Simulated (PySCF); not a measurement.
C₃H₄O₂Si, SMILES O=C1CC(=O)[SiH2]1. Atoms are numbered in the order given.

```xyz
10

O     -2.3528     0.0000     0.5101
C     -1.1783     0.0000     0.2670
C      0.0000     0.0000     1.2670
C      1.1783     0.0000     0.2670
O      2.3528     0.0000     0.5101
Si     0.0000     0.0000    -1.3201
H      0.0000    -0.8896     1.9242
H      0.0000     0.8896     1.9242
H      0.0000     1.2265    -2.1675
H      0.0000    -1.2265    -2.1675
```

Coordinates come from a B3LYP-D3(BJ)/def2-SVP optimisation. The structure was generated by enumeration, and PubChem lists no compound with its InChIKey, so it may never have been made.

These are PySCF with PBE/def2-TZVP values and carry that method's errors.

Isolated molecule, no solvent.

```yaml
total_energy: -556.27528 hartree
point_group: C2v
highest_occupied_level: -5.42 eV
lowest_empty_level: -3.54 eV
orbital_gap: 1.88 eV
dipole_moment: 0.35 D
quadrupole, principal values (traceless, Buckingham form, about the centre of nuclear charge): -16.86, 8.00, 8.86 D·Å
mean_static_polarisability: 69.5 bohr³ (10.29 Å³)
polarisability_principal_values: 49.2, 74.5, 84.7 bohr³
```
